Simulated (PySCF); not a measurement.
# Correlation energy of Cl²⁺ (chlorine, charge +2)

[Ne] 3s2 3p3, high-spin 4S determinant. All numbers are calculated (PySCF 2.14, scalar relativity by spin-free X2C-1e, in x2c-TZVPall (5s5p2d1f, 37 functions)). Frozen: [Ne]; 5 electrons correlated.

MP2 pair energies summed by pair of shells (mhartree):

| pair | energy | share (%) |
| --- | --- | --- |
| 3s-3p | -61.78 | 66.4 |
| 3p-3p | -21.82 | 23.5 |
| 3s-3s | -9.39 | 10.1 |

Total MP2 correlation energy: -93.00 mhartree.

Same-spin part -24.97 and opposite-spin part -68.03 mhartree; SCS-MP2 scales them by 1/3 and 6/5 to -89.96 mhartree.

| level | correlation energy (mhartree) |
| --- | --- |
| CCSD | -114.51 |
| (T) | -3.23 |
| CCSD(T) | -117.74 |

Diagnostics: T1 = 0.0024, D1 = 0.0063, largest double amplitude 0.063.

Cost of the coupled-cluster step: 0.35 s of wall time on 1 thread of Neoverse-V2 (shared host), for 5 correlated electrons.
